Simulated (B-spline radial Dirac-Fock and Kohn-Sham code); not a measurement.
Sc²⁺: eigenvalues, ΔSCF and the reference

System: scandium as Sc²⁺, configuration [Ar] 3d1.

The density-functional columns are spherical, spin-unpolarised Dirac-Kohn-Sham results without Breit or QED terms: −ε is minus the orbital energy of the initial state and ΔSCF the difference of two total energies. The reference in the last column comes from Dirac-Fock ΔSCF + Breit + QED. All numbers are from a radial atomic solver, in eV; a selection of levels is shown.

```
level  PBE −ε  PBE ΔSCF  LDA −ε  LDA ΔSCF  Dirac-Fock
   1s  4412.3    4537.0  4400.3    4524.5      4517.7
   2s   489.7     512.6   488.4     511.4       527.8
2p1/2   406.8     433.0   406.6     432.9       432.4
2p3/2   402.1     428.2   401.9     428.0       427.9
   3s   70.39     79.15   70.16     78.92       83.52
3p1/2   49.29     57.63   49.32     57.66       56.56
3p3/2   48.78     57.08   48.80     57.10       56.06
   3d   17.91     24.87   18.13     25.10       23.74
```

Q: Order the estimates of the K (1s) level by their distance from the Dirac-Fock value, nearest first.
A. LDA −ε
B. PBE −ε
C. PBE ΔSCF
D. LDA ΔSCF

A: D (6.8 eV), C (19.3 eV), B (105.4 eV), A (117.4 eV).

Values without a named source are computed, but for edge energies of neutral atoms, which are taken from tables.
